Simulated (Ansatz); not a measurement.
Cost and result for the atomization energy of `F[SiH2][CH](F)[SnH3]` (11 atoms, 10 bonds).

```xyz
11

F    -1.6738    1.5674    0.1795
Si   -1.1624    0.4074    1.1630
C    -0.2263   -0.8150    0.0911
F     0.4243   -1.7292    0.9353
Sn    1.2565    0.1197   -1.2103
H    -2.3513   -0.1850    1.8225
H    -0.2456    1.0002    2.1644
H    -0.9045   -1.3845   -0.5539
H     2.0582    1.3526   -0.3475
H     2.3559   -1.0992   -1.6672
H     0.4690    0.7656   -2.5770
```

The species carries charge 0 and has multiplicity 1. Correlated methods include outer-core shells of Sn, which these sets cover unevenly. Sn takes the def2 core potential. Geometry: relaxed with PBE0-D4/def2-TZVP. It is one conformer, not always the lowest. Program: Ansatz. Hardware: A = 2 threads of an AMD EPYC 7R13 on a shared host; B = 2 threads of an AMD EPYC 7R13 on a shared host and a share of an NVIDIA H100 80 GB. Times are those of one run each, without the atoms' runs, and a repeat can differ threefold. Electronic energies, without spin–orbit coupling; frozen cores. CCSD(T)/CBS adds CCSD(T) − MP2 in def2-TZVPP to the MP2 limit, and its time is that of the two runs behind it. T1 = 0.013. With those shells the extrapolation isn't a true limit. B3LYP takes the VWN-RPA correlation (the form of Gaussian; ORCA's B3LYP/G).

CCSD(T)/CBS is a level of theory with its own doubt, some kJ/mol a heavy atom from the limit and from the frozen cores, so smaller differences don't rank the functionals.

```tsv
level	functions	wall time	atomization (kJ/mol)	difference from CCSD(T)/CBS	per bond
MP2/def2-QZVPP [B]	503	2.8 s	3462.0	-16.6	-1.7
PBE-D4/def2-TZVPP (with forces) [A]	269	4.1 s	3472.7	-5.9	-0.6
PBE0-D4/def2-TZVPP [A]	269	5.5 s	3415.7	-62.9	-6.3
CCSD(T)/def2-TZVPP [B]	269	6 s	3383.2	-95.4	-9.5
r2SCAN-D4/def2-TZVPP (with forces) [A]	269	7.5 s	3452.9	-25.7	-2.6
B3LYP-D4/def2-TZVPP (with forces) [A]	269	8.5 s	3438.8	-39.8	-4.0
CCSD(T)/CBS(def2)	–	8.8 s	3478.6	0.0	0.0
B2PLYP/def2-TZVPP [A]	269	10 s	3401.3	-77.3	-7.7
ωB97X-V/def2-TZVPP [A]	269	13 s	3484.9	6.3	0.6
ωB97M-V/def2-TZVPP (with forces) [A]	269	19 s	3460.0	-18.6	-1.9
```

The D4 term adds +39.6 kJ/mol with B3LYP and +20.8 kJ/mol with PBE0; it sums over pairs of atoms, weighted by their polarisabilities, and B3LYP, whose exchange is more repulsive, gets the larger term. In def2-TZVPP, CCSD(T) changes the Hartree–Fock value by +883.3 kJ/mol (the triples alone add +48.5 kJ/mol) and MP2 by +904.6 kJ/mol; breaking electron pairs costs correlation energy, which Hartree–Fock lacks. From PBE to PBE0 (25 % exact exchange), in def2-TZVPP and without D4, the atomization energy moves by −53.5 kJ/mol: exact exchange takes away binding that semilocal exchange gives to molecules.

Spin–orbit coupling would lower the free Sn atoms strongly, and the atomization energy with them, by more than many differences here. For some Ge, Se and Sn compounds the MP2-based and the directly extrapolated limit differ by 10 to 25 kJ/mol.
